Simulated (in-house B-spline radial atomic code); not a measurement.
# The selenium ion Se⁴⁺: [Ar] 3d10 4s2

Level of theory: non-relativistic LC-wPBE, spin-polarised, spherical fractional occupations, exact exchange averaged over the configuration, point nucleus; calculated with a radial B-spline atomic code at the basis-set limit.

Z_r = [3n² - l(l+1)]/(2<r>); Z_e = n√(-2ε); the last column is Slater's effective charge. Values are occupation-weighted means over spin.

| shell | electrons | ε (eV) | <r> (bohr) | Z_r | Z_e | Slater |
| --- | --- | --- | --- | --- | --- | --- |
| 1s | 2 | -12360 | 0.04499 | 33.34 | 30.14 | 33.70 |
| 2s | 2 | -1619.7 | 0.1999 | 30.01 | 21.82 | 29.85 |
| 2p | 6 | -1460.2 | 0.1728 | 28.94 | 20.72 | 29.85 |
| 3s | 2 | -263.67 | 0.5842 | 23.11 | 13.21 | 22.75 |
| 3p | 6 | -208.71 | 0.5935 | 21.06 | 11.75 | 22.75 |
| 3d | 10 | -111.24 | 0.6212 | 16.90 | 8.58 | 12.85 |
| 4s | 2 | -65.31 | 1.611 | 14.90 | 8.76 | 8.35 |

The least bound orbital is 4s at -65.31 eV, and it is also the most diffuse (<r> = 1.611 bohr).
